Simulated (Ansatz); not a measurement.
Born–Oppenheimer molecular dynamics of H$_{5}$NO$_{3}$Si (10 atoms, charge 0, multiplicity 1). It goes on from the last frame of an earlier run, with new velocities.

Theory: RHF/def2-SVP in Ansatz.

- ensemble: NVE (velocity Verlet)
- time step: 0.5 fs
- steps asked: 150
- starting velocities drawn for: 500 K
- seed: 920574

First frame:

```xyz
10
Properties=species:S:1:pos:R:3
Si -0.147 -0.203 0.263
N -0.300 -0.278 1.933
H -0.927 0.284 2.432
H 0.337 -0.836 2.436
O 1.332 -0.692 -0.136
H 1.798 -0.649 -0.939
O -0.484 1.306 -0.292
H -1.199 1.406 -0.902
O -1.227 -1.234 -0.504
H -1.490 -1.970 -0.044
```

How far do the bonds stretch over the last three quarters of this one trajectory? (Pairs bonded in most of those frames.)


| bond | mean (Å) | spread (Å) | shortest | longest |
| --- | --- | --- | --- | --- |
| Si1–N2 | 1.698 | 0.016 | 1.67 | 1.73 |
| Si1–O5 | 1.648 | 0.016 | 1.62 | 1.68 |
| Si1–O7 | 1.644 | 0.029 | 1.59 | 1.69 |
| Si1–O9 | 1.644 | 0.009 | 1.63 | 1.66 |
| N2–H3 | 1.007 | 0.043 | 0.94 | 1.07 |
| N2–H4 | 1.002 | 0.009 | 0.98 | 1.02 |
| O5–H6 | 0.946 | 0.013 | 0.92 | 0.97 |
| O7–H8 | 0.946 | 0.022 | 0.91 | 0.98 |
| O9–H10 | 0.955 | 0.054 | 0.87 | 1.03 |

Mean temperature of the second half: 379 K. The conserved energy stayed within 0.96 meV per atom of its start (net change 0.72 meV per atom), so the integration is sound. A run of 0.075 ps of so small a system gives no equilibrium averages.

Time of the run: 5.3 min on 1 thread of Arm Neoverse V1, with other jobs on the host, peak memory 0.18 GiB.
